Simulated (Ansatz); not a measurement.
`[MgH][Cl]` + `F[SiH2][SiH2]S` → `[F][Mg][Cl]` + `[SiH3][SiH2]S`  (redistribution)

Calculated with Ansatz (gas phase, PBE0-D4/def2-TZVP geometries, no zero-point term in ΔE). CBS: MP2 limit from def2 TZ/QZ plus the TZ coupled-cluster correction, frozen cores. DFT in def2-TZVPP. For Mg outer-core shells are correlated without core-valence functions, which leaves a few kJ/mol of doubt a bond. Each species was taken in one conformer, which may not be the lowest.

`[MgH][Cl]`:

Z-matrix (Å, degrees):
```
Mg
Cl 1 2.187
H 1 1.686 2 179.9
```

`F[SiH2][SiH2]S`:

Cartesian coordinates in Å:
```
F -1.441 1.595 0.223
Si -0.596 0.539 1.095
Si 0.925 -0.491 -0.359
S -0.154 -1.188 -2.074
H 0.057 1.288 2.201
H -1.549 -0.450 1.660
H 1.508 -1.708 0.264
H 2.032 0.433 -0.729
H -0.782 -0.017 -2.281
```

`[F][Mg][Cl]`:

Cartesian coordinates in Å:
```
F 1.350 0.911 0.951
Mg 0.101 0.068 0.071
Cl -1.451 -0.980 -1.022
```

`[SiH3][SiH2]S`:

Z-matrix (Å, degrees):
```
Si
Si 1 2.338
H 1 1.487 2 109.5
H 1 1.486 2 110.0 3 119.9
H 1 1.486 2 110.0 3 -119.8
S 2 2.143 1 106.2 3 -179.6
H 2 1.488 1 110.6 3 60.1
H 2 1.488 1 110.6 3 -59.3
H 6 1.344 2 95.4 1 -179.6
```

CCSD(T)/CBS gives -56.8 kJ/mol.

(1) Another level gave -47.8 kJ/mol. Which?
A. HF/def2-TZVPP
B. revPBE/def2-TZVPP
C. ωB97M-V/def2-TZVPP
D. PBE-QIDH/def2-TZVPP

Largest T1 diagnostic among the species: 0.012.

Answers

(1) C. ωB97M-V -47.8, PBE-QIDH -54.0, revPBE -58.8, HF/def2-TZVPP -39.6 kJ/mol.

From BLYP to BHLYP (50 % exact exchange), in def2-TZVPP and without D4, ΔE moves by +7.5 kJ/mol. In def2-TZVPP, CCSD(T) changes the Hartree–Fock value by −12.1 kJ/mol (the triples alone add −0.7 kJ/mol) and MP2 by −17.8 kJ/mol.
